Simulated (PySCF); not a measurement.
Species: C7H5F2N.
SMILES with atom numbers: `[CH:1]#[C:2][c:3]1[c:4]([F:5])[c:6]([F:7])[cH:8][n:9]1[CH3:10]` (hydrogens: H11 on C1; H12 on C8; H13, H14, H15 on C10)

Structure optimised with GFN2-xTB, isolated species.

(1) List the bond lengths and angles at this level.

Results:

(1) 
| bond | length (Å) | order |
| --- | --- | --- |
| C1≡C2 | 1.201 | triple |
| C2–C3 | 1.402 | single |
| C3–C4 | 1.387 | aromatic |
| C4–F5 | 1.338 | single |
| C4–C6 | 1.402 | aromatic |
| C6–F7 | 1.340 | single |
| C6–C8 | 1.376 | aromatic |
| C8–N9 | 1.354 | aromatic |
| N9–C10 | 1.436 | single |
| C3–N9 | 1.368 | aromatic |
| C1–H11 | 1.048 | single |
| C8–H12 | 1.071 | single |
| C10–H13, C10–H14, C10–H15 | 1.091 | single |

Bonds in one row agree within 0.01 Å and their mean is given. Orders are formal, as drawn. A selection of angles:
| angle | degrees |
| --- | --- |
| C1–C2–C3 | 179.6 |
| C2–C3–C4 | 129.2 |
| C2–C3–N9 | 123.2 |
| C4–C3–N9 | 107.6 |
| C3–C4–F5 | 125.8 |
| C3–C4–C6 | 107.1 |
| F5–C4–C6 | 127.1 |
| C4–C6–F7 | 126.9 |
| C4–C6–C8 | 107.5 |
| F7–C6–C8 | 125.6 |
| C6–C8–N9 | 108.2 |
| C8–N9–C10 | 125.9 |
| C3–N9–C8 | 109.6 |
| C3–N9–C10 | 124.5 |

Of the pairs four or more bonds apart, C2···H13 is among the closest relative to their van der Waals radii: 2.72 Å, 94 % of the sum of Bondi's values. The C–N distances run from 1.354 Å (C8–N9, aromatic) to 1.436 Å (N9–C10, drawn single), a spread of 0.082 Å. The 5 C–C bonds span 1.201 Å (C1≡C2, drawn triple) to 1.402 Å (C4–C6, aromatic), a spread of 0.201 Å. N9 (pyrrole-type nitrogen) is planar (angles 125.9°, 124.5° and 109.6°, sum 359.9°, 0.02 Å off the plane of its three neighbours). The 5-membered ring C3–C4–C6–C8–N9 has internal angles of 107.1° to 109.6°; it is planar, 0.00 Å rms from its mean plane, widest ring torsion 0°. The 10 heavy atoms lie in one plane (0.009 Å rms).

Stationary, but not proved a minimum.

These are computed values.
